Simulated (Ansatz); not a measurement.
`NBCl` + silanol → `NBO[SiH3]` + HCl at 600 K and 1 bar (ligand exchange at a B–Cl bond).

Program: Ansatz. Geometries: PBE0-D4/def2-TZVP. ΔE: electronic, gas phase. CCSD(T)/CBS adds triple-zeta CCSD(T) − MP2 to the extrapolated MP2 energy (def2 sets, frozen cores). This one scheme is used for every species. One conformer a species, not always the lowest.

```
    species  CCSD(T)/CBS energy (Eh)  H − E (kJ/mol)  S (J/(mol·K))
     `NBCl`               -541.16722           143.2          318.2
  `O[SiH3]`               -366.69042           135.7          307.9
`NBO[SiH3]`               -447.48791           240.5          410.2
        HCl               -460.38127            35.4          207.2
```

H − E and S are ideal-gas, rigid-rotor, harmonic terms from PBE0-D4/def2-TZVP, for one conformer and one mirror image of each species. 1 Eh = 2625.50 kJ/mol, R = 8.31446 J/(mol·K).

Question: By hand: ΔE, ΔH, ΔS and ΔG.

Answer: ΔE = (-447.48791) + (-460.38127) − (-541.16722) − (-366.69042) = -0.01154 Eh = -30.3 kJ/mol. Δ(H − E) = 240.5 + 35.4 − 143.2 − 135.7 = -3.0, so ΔH = -33.3 kJ/mol. ΔS = 410.2 + 207.2 − 318.2 − 307.9 = -8.7 J/(mol·K). ΔG = -33.3 − 600 × (-8.7)/1000 = -28.1 kJ/mol.

Question: By hand: the equilibrium constant, and the temperature at which ΔG would vanish if ΔH and ΔS stayed fixed.

Answer: log₁₀ K = −ΔG/(RT ln 10) = 2.4. ΔG = 0 at ΔH/ΔS = 3828 K, far beyond where these terms or the molecules hold.

The number of gas molecules stays the same, so ΔS is small and ΔH decides. A doubt of 5 kJ/mol in ΔE shifts log₁₀ K by 0.4 here. Other conformers and mirror images would add mixing entropy, several J/(mol·K) or more a flexible species. Modes under 60 cm⁻¹, often nearly free rotors, make the harmonic entropy too high. These are equilibria of isolated gas molecules and say nothing of rates. Largest T1 diagnostic: 0.012 (customary marks: 0.02 for closed shells, 0.045 for open ones).
